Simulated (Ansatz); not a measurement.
System: C$_{3}$H$_{4}$O, charge 0, singlet. C3H4O (2H-oxete, SMILES C1=COC1).
B3LYP-D3(BJ)/def2-TZVP minimum from Ansatz (a quantum-chemistry and plane-wave program):
```
C
C 1 1.3340
H 1 1.0743 2 137.08
H 2 1.0802 1 139.99 3 0.00
O 2 1.3852 4 120.95 1 180.00
C 5 1.4794 2 86.30 4 -180.00
H 6 1.0899 5 110.08 2 118.55
H 6 1.0899 7 111.19 5 -122.25
```
Charge 0, spin multiplicity 1.

Total energies in hartree (Ansatz). Open shells are spin-unrestricted; no spin-orbit coupling. Correlated methods leave the cores frozen. No relativity. Where a partner has so few electrons that a lower coupled-cluster level is exact, that level stands in.

```tsv
species	HF/cc-pVTZ	CCSD(T)/cc-pVTZ	HF/cc-pVQZ	CCSD(T)/cc-pVQZ	CCSD(T)/cc-pVDZ	CCSDT(Q)/cc-pVDZ
1: C3H4O (2H-oxete, SMILES C1OCC=1)	-190.77716	-191.55157	-190.79053	-191.60912	-191.35621	-191.35876
2: C (triplet)	-37.69157	-37.78076	-37.69331	-37.78654	-37.76038	-37.76071
3: O (triplet)	-74.81176	-74.97396	-74.81729	-74.99357	-74.90995	-74.91013
4: H (doublet)	-0.49981	-0.49981	-0.49995	-0.49995	-0.49928	-0.49928
```

### Question
Work out the atomisation energy (electronic, to ground-state atoms) in kcal/mol: take Hartree-Fock from cc-pVQZ, extrapolate the CCSD(T) correlation energy as X^-3 (X = 3, 4), and add CCSDT(Q) - CCSD(T) in cc-pVDZ. 1 hartree = 627.51 kcal/mol.

### Answer

Species 1: correlation (64·(-0.81859) - 27·(-0.77441))/37 = -0.85083; step -0.00255; E1 = -190.79053 + (-0.85083) + (-0.00255) = -191.64391
Species 2: correlation (64·(-0.09323) - 27·(-0.08919))/37 = -0.09618; step -0.00033; E2 = -37.69331 + (-0.09618) + (-0.00033) = -37.78982
Species 3: correlation (64·(-0.17628) - 27·(-0.16220))/37 = -0.18655; step -0.00018; E3 = -74.81729 + (-0.18655) + (-0.00018) = -75.00402
Species 4: correlation (64·(0.00000) - 27·(0.00000))/37 = 0.00000; step +0.00000; E4 = -0.49995 + (0.00000) + (+0.00000) = -0.49995
-1·E1 +3·E2 +1·E3 +4·E4 = 1.27063 hartree = 797.3 kcal/mol.
